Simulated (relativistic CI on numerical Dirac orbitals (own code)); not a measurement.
# Energy levels of Tl⁴⁵⁺

Computed by Dirac-Coulomb-Breit CI, KLI orbitals optimised for each configuration, a model potential for QED, unscaled Slater integrals (own radial code, finite nucleus).

CI space (outside the closed core [Ar] 3d10): 4s²4p⁶, 4s²4p⁵4d, 4s4p⁶4d, 4s²4p⁵4f, 4s4p⁶4f, 4p⁶4d4f, 4s²4p⁵5s, 4p⁶4d², 4p⁵4d³, 4p⁵4d²4f, 4p⁵4d²5s, 4p⁶4f², 4p⁵4d4f², 4p⁵4f³, 4p⁵4f²5s. Double excitations out of closed p, d and f shells are left out; levels of such configurations are missing from the list, as are those of other unlisted configurations, and high levels can miss mixing partners.

| No. | Configuration | Term | J | E (10³ cm⁻¹) | % | Next component (%) | Landé g | jj configuration (%) |
| --- | --- | --- | --- | --- | --- | --- | --- | --- |
| 1 | 4s²4p⁶ | ¹S | 0 | 0.0 | 100 |  |  | closed (100) |
| 2 | 4s²4p⁵4d | ³P° | 0 | 1398.4 | 100 |  |  | 4p3/2^3 4d3/2 (100) |
| 3 | 4s²4p⁵4d | ³P° | 1 | 1445.5 | 71 | 28 ³D° | 1.207 | 4p3/2^3 4d3/2 (95) |
| 4 | 4s²4p⁵4d | ³F° | 3 | 1469.0 | 57 | 36 ¹F° | 1.067 | 4p3/2^3 4d3/2 (100) |
| 5 | 4s²4p⁵4d | ³D° | 2 | 1482.8 | 53 | 19 ³F° | 1.075 | 4p3/2^3 4d3/2 (99) |
| 6 | 4s²4p⁵4d | ³F° | 4 | 1688.6 | 100 |  | 1.245 | 4p3/2^3 4d5/2 (100) |
| 7 | 4s²4p⁵4d | ¹D° | 2 | 1712.6 | 47 | 43 ³P° | 1.201 | 4p3/2^3 4d5/2 (99) |
| 8 | 4s²4p⁵4d | ³D° | 3 | 1763.3 | 69 | 29 ¹F° | 1.227 | 4p3/2^3 4d5/2 (100) |
| 9 | 4s²4p⁵4d | ¹P° | 1 | 1920.2 | 47 | 34 ³D° | 0.922 | 4p3/2^3 4d5/2 (91) |
| 10 | 4s²4p⁵4d | ³F° | 2 | 2661.3 | 72 | 22 ¹D° | 0.766 | 4p1/2 4p3/2^4 4d3/2 (100) |
| 11 | 4s²4p⁵4d | ¹P° | 1 | 2858.3 | 52 | 38 ³D° | 0.855 | 4p1/2 4p3/2^4 4d3/2 (96) |
| 12 | 4s²4p⁵4d | ³P° | 2 | 2922.6 | 44 | 38 ³D° | 1.269 | 4p1/2 4p3/2^4 4d5/2 (100) |
| 13 | 4s²4p⁵4d | ³F° | 3 | 2946.0 | 42 | 35 ¹F° | 1.106 | 4p1/2 4p3/2^4 4d5/2 (100) |
| 14 | 4s²4p⁵4f | ³D | 1 | 3394.2 | 87 | 13 4s4p⁶4d ³D | 0.494 | 4p3/2^3 4f5/2 (87) |
| 15 | 4s²4p⁵4f | ³D | 2 | 3451.2 | 68 | 22 ³F | 1.050 | 4p3/2^3 4f5/2 (70) |
| 16 | 4s²4p⁵4f | ³G | 4 | 3491.9 | 56 | 40 ¹G | 1.033 | 4p3/2^3 4f5/2 (100) |
| 17 | 4s²4p⁵4f | ³F | 3 | 3517.4 | 58 | 18 ³G | 1.059 | 4p3/2^3 4f5/2 (88) |
| 18 | 4s²4p⁵4f | ³G | 5 | 3538.8 | 100 |  | 1.195 | 4p3/2^3 4f7/2 (100) |
| 19 | 4s²4p⁵4f | ¹F | 3 | 3555.7 | 55 | 31 ³D | 1.085 | 4p3/2^3 4f7/2 (85) |
| 20 | 4s²4p⁵4f | ³F | 4 | 3602.7 | 69 | 27 ¹G | 1.170 | 4p3/2^3 4f7/2 (100) |
| 21 | 4s²4p⁵4f | ¹D | 2 | 3617.6 | 60 | 33 ³F | 0.898 | 4p3/2^3 4f7/2 (72) |
| 22 | 4s4p⁶4d | ³D | 1 | 3800.7 | 87 | 13 4s²4p⁵4f ³D | 0.494 | 4s 4d3/2 (87) |
| 23 | 4s4p⁶4d | ³D | 2 | 3812.4 | 63 | 27 ¹D | 1.106 | 4s 4d3/2 (89) |
| 24 | 4s4p⁶4d | ³D | 3 | 4011.1 | 94 | 3 4s²4p⁵4f ³F | 1.313 | 4s 4d5/2 (94) |
| 25 | 4s4p⁶4d | ¹D | 2 | 4083.6 | 72 | 26 ³D | 1.039 | 4s 4d5/2 (96) |
| 26 | 4s²4p⁵4f | ³G | 3 | 4699.1 | 72 | 20 ¹F | 0.824 | 4p1/2 4p3/2^4 4f5/2 (100) |
| 27 | 4s²4p⁵4f | ³F | 2 | 4761.2 | 44 | 36 ¹D | 0.882 | 4p1/2 4p3/2^4 4f5/2 (99) |
| 28 | 4s²4p⁵4f | ³D | 3 | 4781.6 | 51 | 31 ³F | 1.194 | 4p1/2 4p3/2^4 4f7/2 (98) |
| 29 | 4s²4p⁵4f | ³G | 4 | 4784.3 | 39 | 34 ¹G | 1.081 | 4p1/2 4p3/2^4 4f7/2 (100) |
| 30 | 4s4p⁶4f | ³F° | 2 | 5786.9 | 100 |  | 0.661 | 4s 4f5/2 (100) |
| 31 | 4s4p⁶4f | ³F° | 3 | 5800.0 | 83 | 17 ¹F° | 1.064 | 4s 4f5/2 (92) |
| 32 | 4s4p⁶4f | ³F° | 4 | 5854.0 | 100 |  | 1.245 | 4s 4f7/2 (100) |
| 33 | 4s4p⁶4f | ¹F° | 3 | 5891.5 | 83 | 17 ³F° | 1.010 | 4s 4f7/2 (92) |
| 34 | 4s²4p⁵5s | ³P° | 2 | 7064.2 | 100 |  | 1.495 | 4p3/2^3 5s (100) |
| 35 | 4s²4p⁵5s | ¹P° | 1 | 7082.0 | 66 | 34 ³P° | 1.165 | 4p3/2^3 5s (100) |
| 36 | 4p⁶4d² | ³F | 2 | 7548.8 | 74 | 22 ¹D | 0.762 | 4d3/2^2 (99) |
| 37 | 4p⁶4d² | ³P | 0 | 7633.1 | 71 | 28 ¹S |  | 4d3/2^2 (98) |
| 38 | 4p⁶4d² | ³F | 3 | 7789.9 | 99 | 1 4p⁵4d²4f ³F | 1.078 | 4d3/2 4d5/2 (99) |
| 39 | 4p⁶4d² | ³P | 2 | 7829.7 | 50 | 30 ¹D | 1.178 | 4d3/2 4d5/2 (99) |
| 40 | 4p⁶4d² | ¹G | 4 | 7841.6 | 68 | 31 ³F | 1.072 | 4d3/2 4d5/2 (98) |
| 41 | 4p⁶4d² | ³P | 1 | 7843.0 | 99 | 1 4p⁵4d²4f ³P | 1.496 | 4d3/2 4d5/2 (99) |
| 42 | 4p⁶4d² | ³F | 4 | 8063.3 | 68 | 31 ¹G | 1.167 | 4d5/2^2 (98) |
| 43 | 4p⁶4d² | ¹D | 2 | 8094.5 | 47 | 46 ³P | 1.210 | 4d5/2^2 (99) |
| 44 | 4p⁶4d² | ¹S | 0 | 8188.5 | 71 | 28 ³P |  | 4d5/2^2 (98) |
| 45 | 4s²4p⁵5s | ³P° | 0 | 8286.8 | 100 |  |  | 4p1/2 4p3/2^4 5s (100) |

Energies count from the lowest computed level; ° marks odd parity. Filled j subshells are mostly left out of the jj labels.

The mean weight of the leading LS term, summed over parents, in these 45 levels is 71 %, and that of the leading jj configuration (from the same eigenvectors) 96 %, so jj coupling describes them better and the LS labels are nominal.

At this charge energies of transitions that change n are usually good to better than 1 %, and those within a shell (Δn = 0) to a few per cent.

LS names give the leading component of a level, which can be under half, so a name can repeat, a term be missing and a line seem to break the LS rules.
